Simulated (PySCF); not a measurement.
GaS: one state, many levels of theory

State: ²Σ⁺ (doublet), unpaired electrons σ ↑. Set-up: basis Ga def2-SVP, S def2-SVP; no relativity; PySCF 2.14. De refers to Ga + S in their high-spin ground configurations, without counterpoise correction. The functionals are run spin-unrestricted. A positive dipole means Ga(−)S(+). Levels whose curve was spin-contaminated or gave no clean fit are not listed.

```csv
Level,Re (Å),ωe (cm⁻¹),De (eV),μ (D),"CPU s a point (SCF and correlation, without the integrals)"
UHF,2.082,419,1.95,-4.03,0.17
UHF-CCSD,2.075,472,3.05,n/a,n/a
UHF-CCSD(T),2.074,485,3.27,n/a,4.7
PBE,2.090,461,3.95,-2.74,1.1
TPSS,2.083,465,3.88,-2.97,1.2
r²SCAN,2.063,486,3.90,-3.04,1.7
PBE0,2.071,475,3.70,-3.15,1.1
r²SCAN0,2.056,489,3.66,-3.30,1.3
B97-3,2.090,463,3.70,-3.22,0.69
ωB97X,2.074,461,3.58,-3.14,0.94
```

**Question.** Which functional lies closest to UHF-CCSD(T) in De, which farthest, and by how much do they differ from it?

**Answer.** Closest is ωB97X (+0.0 pm in Re, -4.9 % in ωe, +0.31 eV in De against UHF-CCSD(T) in the same basis), farthest PBE (+1.6 pm in Re, -4.9 % in ωe, +0.68 eV in De). CCSD(T) converges more slowly with the basis than the functionals do and binds too weakly in this one, so the order can change at the basis-set limit.

**Question.** What does a quarter of exact exchange do here, going from PBE to PBE0?

**Answer.** PBE0 less PBE: -1.9 pm in Re, +3.0 % in ωe, -0.25 eV in De. Exact exchange removes part of the self-interaction that spreads semilocal densities, and in most molecules shortens and stiffens the bond and lowers De; so it does here.

**Question.** What does a quarter of exact exchange do here, going from r²SCAN to r²SCAN0?

**Answer.** r²SCAN0 less r²SCAN: -0.7 pm in Re, +0.6 % in ωe, -0.24 eV in De. Exact exchange removes part of the self-interaction that spreads semilocal densities, and in most molecules shortens and stiffens the bond and lowers De; so it does here.

Correlated steps freeze 14 core orbitals. Correlated levels converge slowly with the basis: in double zeta they bind strong bonds too weakly, by up to about 1 eV, and carry superposition errors of some tenths. Spin–orbit coupling is left out. The state is the lowest determinant that a PBE0 search found; another state may lie lower at other levels.

The whole job (state search and all levels along the bond) took about 2.8 min on 1 thread of Arm Neoverse V1 (shared host), peak memory 0.62 GiB.
